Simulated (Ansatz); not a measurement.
Frontier orbitals of C₆H₇ClO₂Zr, SMILES `[OH][Zr]([OH])([Cl])[c]1ccccc1`.

Z-matrix (Å, degrees):
```
Zr
Cl 1 2.372
C 1 3.171 2 105.9
O 1 1.909 2 111.4 3 92.2
C 1 3.169 2 105.6 3 -46.2
O 1 1.909 2 111.4 3 -138.4
C 1 2.209 2 107.8 3 -23.1
C 3 1.387 1 157.8 2 -89.3
H 3 1.087 1 83.6 2 85.3
H 4 0.953 1 164.1 2 90.1
C 5 1.387 1 157.9 2 90.0
H 5 1.087 1 83.5 2 -84.6
H 6 0.953 1 163.4 2 -91.2
C 8 1.388 3 119.9 1 -6.4
H 8 1.085 3 120.1 1 173.7
H 11 1.085 5 120.1 1 -173.6
H 14 1.084 8 120.0 3 -180.0
```

Charge 0, multiplicity 1. Correlated methods include outer-core shells of Zr, which these sets cover unevenly. Zr takes the def2 core potential. The structure was optimised at the PBE0-D4/def2-TZVP level. It is one conformer, not always the lowest. Basis def2-TZVPP, Ansatz 0.2.0.

Orbital energies of one run (eV). Highest occupied ones, from the top: -9.34, -9.39, -9.91, -11.23, -11.40, -11.92, -12.07, -12.40, -12.55, -12.78, -12.94, -13.19, -13.40, -14.31. Empty: 0.64, 1.18, 1.72, 1.80, 1.97, 2.07.

Which functional gave them?
A. PBE
B. ωB97X-V
C. r2SCANh
D. HSE06 (plane-wave form)

B. HOMO energies: ωB97X-V -9.34, HSE06 -6.85, r2SCANh -6.82, PBE -6.16 eV.
